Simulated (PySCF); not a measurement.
Radial density of Be (beryllium, neutral)

M06-2X, [He] 2s1 2p1, high-spin 3P determinant (an excited configuration). Computed with PySCF 2.14 in aug-cc-pVTZ (5s4p3d2f, 46 functions), with the non-relativistic Hamiltonian (point nucleus).

```tsv
r (bohr)	4πr²ρ (e/bohr)	4πr²(ρα − ρβ)
0.00547	0.01243	0.0003
0.00920	0.03425	0.0008
0.0155	0.09195	0.0021
0.0260	0.2395	0.0055
0.0438	0.5883	0.0134
0.0736	1.317	0.0295
0.124	2.517	0.0546
0.208	3.726	0.0738
0.350	3.644	0.0567
0.589	1.856	0.0427
0.991	0.5718	0.2589
1.67	0.6906	0.6806
2.80	0.5862	0.5862
4.72	0.1436	0.1436
7.93	0.007220	0.0072
13.3	7.628e-05	0.0001
```
